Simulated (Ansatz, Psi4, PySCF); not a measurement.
System: HSiO, net charge 1, singlet state. SMILES: [OH+]=[Si]
Geometry: optimised at B3LYP-D3(BJ)/def2-TZVP (Ansatz, a first-principles code).

Wanted: vertical triplet-singlet gap, E(triplet) - E(singlet), in eV. Set-up: each state is the SCF solution reached for its charge and spin; spin-orbit terms left out; non-relativistic; six Cartesian d functions in 6-31G* and its kin unless marked 5d; UHF or UKS for open shells; 6-311+G** with 5d, 6d on Na to Ar in Ansatz; valence correlation only; no dispersion term unless named. First-principles rows: single points at B3LYP-D3(BJ) geometries (Ansatz). Levels can end on unlike triplets.

```json
[
 {"level": "PBE/6-311+G**", "program": "Ansatz", "vertical triplet-singlet gap, E(triplet) - E(singlet) (eV)": "4.80"},
 {"level": "B3LYP/STO-3G", "program": "Ansatz", "vertical triplet-singlet gap, E(triplet) - E(singlet) (eV)": "5.95"},
 {"level": "B3LYP/6-31G*", "program": "Ansatz", "vertical triplet-singlet gap, E(triplet) - E(singlet) (eV)": "5.00"},
 {"level": "M06-2X/6-31G* (5d)", "program": "PySCF", "vertical triplet-singlet gap, E(triplet) - E(singlet) (eV)": "4.93"},
 {"level": "wB97X-D/6-31G*", "program": "Psi4", "vertical triplet-singlet gap, E(triplet) - E(singlet) (eV)": "4.91"},
 {"level": "MP2/6-31G*", "program": "Ansatz", "vertical triplet-singlet gap, E(triplet) - E(singlet) (eV)": "4.75"},
 {"level": "MP2/6-311+G**", "program": "Ansatz", "vertical triplet-singlet gap, E(triplet) - E(singlet) (eV)": "4.68"},
 {"level": "B3LYP/def2-TZVPD", "program": "Ansatz", "vertical triplet-singlet gap, E(triplet) - E(singlet) (eV)": "4.90"},
 {"level": "PBE0/def2-TZVPD", "program": "Ansatz", "vertical triplet-singlet gap, E(triplet) - E(singlet) (eV)": "4.64"},
 {"level": "wB97M-V/def2-TZVPD", "program": "Ansatz", "vertical triplet-singlet gap, E(triplet) - E(singlet) (eV)": "5.23"}
]
```

No value to compare with is used here. The 7 habitual levels span 4.68 (MP2/6-311+G**) to 5.95 eV (B3LYP/STO-3G); wB97M-V/def2-TZVPD gives 5.23.

The levels are drawn from those run, B3LYP/6-31G* more often than the rest, none by its result; left out are runs that failed, that the program found above a lower state of the same kind, or whose <S^2> lies over 0.5 above the pure value.
